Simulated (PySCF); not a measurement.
Record of a relaxation.

SiEt2Br2, C₄H₁₀Br₂Si.
Bonds: Si1–C2, Si1–C9, Si1–Br16, Si1–Br17, C2–C3, C9–C10. Hydrogens: H4, H5 on C2; H6, H7, H8 on C3; H11, H12 on C9; H13, H14, H15 on C10.

Method: PBE0-D3(BJ)/def2-SVP geometry optimisation, gas phase in PySCF; density fitting, grid level 1; the optimiser is geomeTRIC in internal coordinates, started from a GFN2-xTB structure with every atom displaced at random (about 0.03 Å). 5 of its 14 geometries are shown. The frame can shift and turn from step to step; on so coarse a grid that alone can change the energy by a few meV, and forces under 0.02 eV/Å are noise.

Step 0: E = -152237.7296 eV, largest atomic force 5.107 eV/Å
```
atom  x, y, z in Å  |  force x, y, z in eV/Å
Si1    -0.216   -0.096   -0.183   -1.299   2.095   0.729
C2     -0.399   -0.037    1.692    0.567   1.308   0.189
C3     -1.875    0.085    2.181    4.374   1.448   2.203
H4      0.311    0.807    2.088   -1.299  -1.192  -0.648
H5      0.055   -0.965    2.048    0.134  -0.416   0.244
H6     -1.846    0.085    3.287   -0.275  -0.164  -0.191
H7     -2.242    1.018    1.880   -1.085   1.547  -0.759
H8     -2.378   -0.717    1.828   -2.333  -2.797  -1.270
C9      1.471   -0.022   -0.860    0.463  -0.707  -2.005
C10     1.477   -0.039   -2.413   -2.164  -0.226   1.090
H11     1.980   -0.930   -0.531    0.303  -0.277   0.360
H12     2.045    0.832   -0.530    0.164   0.577   0.574
H13     2.421   -0.010   -2.846    2.395  -0.238  -0.649
H14     0.922   -0.899   -2.817    0.139  -0.147   0.085
H15     0.978    0.826   -2.830   -0.498   0.660   0.007
Br16   -1.349    1.824   -0.956    0.595  -0.818   0.297
Br17   -1.385   -1.763   -0.978   -0.180  -0.654  -0.254
```

Step 3: E = -152238.4029 eV, largest atomic force 0.096 eV/Å
```
atom  x, y, z in Å  |  force x, y, z in eV/Å
Si1    -0.317   -0.014   -0.228    0.008  -0.002  -0.013
C2     -0.419   -0.024    1.640   -0.004   0.003   0.016
C3     -1.816    0.093    2.237   -0.091  -0.030  -0.008
H4      0.228    0.802    1.987   -0.002   0.001  -0.004
H5      0.071   -0.958    1.970    0.012   0.009  -0.019
H6     -1.782    0.069    3.337    0.004   0.005  -0.005
H7     -2.304    1.033    1.936    0.022  -0.017   0.001
H8     -2.464   -0.735    1.906    0.046   0.035   0.009
C9      1.428   -0.042   -0.897   -0.024  -0.023   0.017
C10     1.537   -0.035   -2.418    0.060  -0.002   0.017
H11     1.913   -0.939   -0.471   -0.006   0.008   0.008
H12     1.945    0.829   -0.456    0.002   0.006  -0.004
H13     2.590   -0.049   -2.741   -0.032   0.006   0.003
H14     1.040   -0.915   -2.853   -0.005   0.003  -0.006
H15     1.063    0.861   -2.846    0.005  -0.001  -0.005
Br16   -1.335    1.823   -1.010    0.005  -0.012  -0.002
Br17   -1.406   -1.799   -1.030   -0.001   0.012  -0.004
```

Step 6: E = -152238.4026 eV, largest atomic force 0.081 eV/Å
```
atom  x, y, z in Å  |  force x, y, z in eV/Å
Si1    -0.330    0.005   -0.254    0.006  -0.036   0.007
C2     -0.477   -0.006    1.611   -0.002   0.018  -0.019
C3     -1.885    0.069    2.186    0.078   0.021   0.001
H4      0.144    0.837    1.966   -0.014  -0.004   0.003
H5      0.040   -0.926    1.939   -0.007  -0.006   0.024
H6     -1.866    0.052    3.287   -0.010   0.000   0.000
H7     -2.392    0.993    1.872   -0.026   0.024  -0.006
H8     -2.498   -0.778    1.847   -0.049  -0.051  -0.017
C9      1.441   -0.044   -0.844    0.022   0.048   0.011
C10     1.633   -0.039   -2.355   -0.061  -0.007  -0.026
H11     1.893   -0.941   -0.385    0.010  -0.012  -0.008
H12     1.942    0.825   -0.380    0.002  -0.008   0.004
H13     2.697   -0.066   -2.627    0.049  -0.007   0.006
H14     1.144   -0.909   -2.821    0.008  -0.001   0.009
H15     1.194    0.864   -2.807   -0.001   0.005   0.006
Br16   -1.309    1.838   -1.080   -0.006   0.012   0.001
Br17   -1.399   -1.773   -1.096    0.001   0.005   0.004
```

Step 10: E = -152238.4053 eV, largest atomic force 0.026 eV/Å
```
atom  x, y, z in Å  |  force x, y, z in eV/Å
Si1    -0.297    0.002   -0.253   -0.001   0.024  -0.004
C2     -0.551   -0.005    1.600    0.012  -0.022   0.006
C3     -1.996    0.044    2.078   -0.026   0.003  -0.004
H4      0.024    0.855    1.989   -0.002   0.007   0.001
H5     -0.039   -0.910    1.976   -0.007   0.006  -0.005
H6     -2.052    0.039    3.178   -0.002  -0.004  -0.003
H7     -2.503    0.953    1.722    0.004  -0.015  -0.003
H8     -2.569   -0.822    1.710    0.013   0.018   0.002
C9      1.497   -0.033   -0.775    0.003  -0.017  -0.011
C10     1.734   -0.024   -2.281    0.020   0.009   0.012
H11     1.938   -0.933   -0.310   -0.004   0.006   0.002
H12     1.982    0.834   -0.291   -0.003   0.005   0.003
H13     2.809   -0.053   -2.517   -0.016   0.003   0.000
H14     1.259   -0.893   -2.761    0.004  -0.002  -0.001
H15     1.310    0.881   -2.743    0.006  -0.003   0.000
Br16   -1.251    1.836   -1.113    0.001  -0.005   0.000
Br17   -1.324   -1.772   -1.148   -0.001  -0.013   0.003
```

Step 13: E = -152238.4066 eV, largest atomic force under 0.02 eV/Å
```
atom  x, y, z in Å  |  force x, y, z in eV/Å
Si1    -0.275    0.004   -0.269    0.004  -0.001  -0.003
C2     -0.666   -0.003    1.559   -0.003   0.008   0.001
C3     -2.148    0.001    1.913    0.003   0.001   0.001
H4     -0.154    0.878    1.986    0.002  -0.002   0.000
H5     -0.159   -0.889    1.982    0.000  -0.002  -0.001
H6     -2.299    0.001    3.003    0.000  -0.001   0.000
H7     -2.651    0.891    1.504   -0.001   0.001   0.001
H8     -2.657   -0.884    1.503   -0.001  -0.003  -0.001
C9      1.553   -0.014   -0.662   -0.006   0.002  -0.002
C10     1.905    0.005   -2.145    0.000   0.000   0.001
H11     1.965   -0.912   -0.168    0.001   0.001   0.001
H12     1.992    0.855   -0.139    0.000   0.000   0.002
H13     2.995   -0.017   -2.297    0.002   0.002   0.000
H14     1.475   -0.863   -2.667    0.001  -0.001   0.001
H15     1.516    0.911   -2.633   -0.002  -0.001  -0.001
Br16   -1.196    1.821   -1.194   -0.001  -0.002  -0.001
Br17   -1.226   -1.786   -1.217    0.000  -0.002   0.002
```

Q: Summarise the path.

A: The energy falls by 0.6770 eV from step 0 to step 13; nine tenths of that is first reached at step 1. It rises by more than 0.2 meV at step 5. The largest force goes from 5.107 to under 0.02 eV/Å. Among the bonds Si1–Br16 changes most, from 2.359 to 2.238 Å; the atoms move by 0.115 Å rms after alignment.

Q: Follow the three bonds and two angles with the largest change from start to end.

A: 
```json
{"step": "0", "E above end (eV)": "0.6770", "largest force (eV/Å)": "5.107", "Si1–Br16 (Å)": "2.359", "C3–H8 (Å)": "1.010", "C2–H4 (Å)": "1.172", "H7–C3–H8 (°)": "115.6", "Si1–C9–H12 (°)": "114.3"}
{"step": "1", "E above end (eV)": "0.0513", "largest force (eV/Å)": "0.926", "Si1–Br16 (Å)": "2.274", "C3–H8 (Å)": "1.096", "C2–H4 (Å)": "1.101", "H7–C3–H8 (°)": "111.0", "Si1–C9–H12 (°)": "110.1"}
{"step": "2", "E above end (eV)": "0.0082", "largest force (eV/Å)": "0.235", "Si1–Br16 (Å)": "2.243", "C3–H8 (Å)": "1.103", "C2–H4 (Å)": "1.103", "H7–C3–H8 (°)": "108.3", "Si1–C9–H12 (°)": "107.5"}
{"step": "3", "E above end (eV)": "0.0037", "largest force (eV/Å)": "0.096", "Si1–Br16 (Å)": "2.240", "C3–H8 (Å)": "1.103", "C2–H4 (Å)": "1.105", "H7–C3–H8 (°)": "107.3", "Si1–C9–H12 (°)": "106.3"}
{"step": "4", "E above end (eV)": "0.0035", "largest force (eV/Å)": "0.055", "Si1–Br16 (Å)": "2.238", "C3–H8 (Å)": "1.101", "C2–H4 (Å)": "1.105", "H7–C3–H8 (°)": "107.3", "Si1–C9–H12 (°)": "106.1"}
{"step": "5", "E above end (eV)": "0.0040", "largest force (eV/Å)": "0.060", "Si1–Br16 (Å)": "2.237", "C3–H8 (Å)": "1.099", "C2–H4 (Å)": "1.106", "H7–C3–H8 (°)": "107.5", "Si1–C9–H12 (°)": "106.0"}
{"step": "6", "E above end (eV)": "0.0041", "largest force (eV/Å)": "0.081", "Si1–Br16 (Å)": "2.237", "C3–H8 (Å)": "1.098", "C2–H4 (Å)": "1.105", "H7–C3–H8 (°)": "107.6", "Si1–C9–H12 (°)": "106.1"}
{"step": "7", "E above end (eV)": "0.0033", "largest force (eV/Å)": "0.050", "Si1–Br16 (Å)": "2.237", "C3–H8 (Å)": "1.099", "C2–H4 (Å)": "1.105", "H7–C3–H8 (°)": "107.6", "Si1–C9–H12 (°)": "106.2"}
{"step": "8", "E above end (eV)": "0.0026", "largest force (eV/Å)": "under 0.02", "Si1–Br16 (Å)": "2.238", "C3–H8 (Å)": "1.101", "C2–H4 (Å)": "1.105", "H7–C3–H8 (°)": "107.6", "Si1–C9–H12 (°)": "106.3"}
{"step": "9", "E above end (eV)": "0.0020", "largest force (eV/Å)": "0.029", "Si1–Br16 (Å)": "2.239", "C3–H8 (Å)": "1.101", "C2–H4 (Å)": "1.105", "H7–C3–H8 (°)": "107.6", "Si1–C9–H12 (°)": "106.4"}
{"step": "10", "E above end (eV)": "0.0014", "largest force (eV/Å)": "0.026", "Si1–Br16 (Å)": "2.239", "C3–H8 (Å)": "1.101", "C2–H4 (Å)": "1.105", "H7–C3–H8 (°)": "107.5", "Si1–C9–H12 (°)": "106.5"}
{"step": "11", "E above end (eV)": "0.0007", "largest force (eV/Å)": "under 0.02", "Si1–Br16 (Å)": "2.238", "C3–H8 (Å)": "1.101", "C2–H4 (Å)": "1.105", "H7–C3–H8 (°)": "107.5", "Si1–C9–H12 (°)": "106.5"}
{"step": "12", "E above end (eV)": "0.0002", "largest force (eV/Å)": "under 0.02", "Si1–Br16 (Å)": "2.238", "C3–H8 (Å)": "1.101", "C2–H4 (Å)": "1.105", "H7–C3–H8 (°)": "107.5", "Si1–C9–H12 (°)": "106.4"}
{"step": "13", "E above end (eV)": "0.0000", "largest force (eV/Å)": "under 0.02", "Si1–Br16 (Å)": "2.238", "C3–H8 (Å)": "1.100", "C2–H4 (Å)": "1.105", "H7–C3–H8 (°)": "107.5", "Si1–C9–H12 (°)": "106.3"}
```

The cost below is that of the whole optimisation. On one thread, Intel Xeon at 2.50 GHz (x86_64), shared host with 64 logical CPUs at a one-minute load of 51, this took 17 min wall, 14 min CPU and 1.1 GiB of memory at its peak.
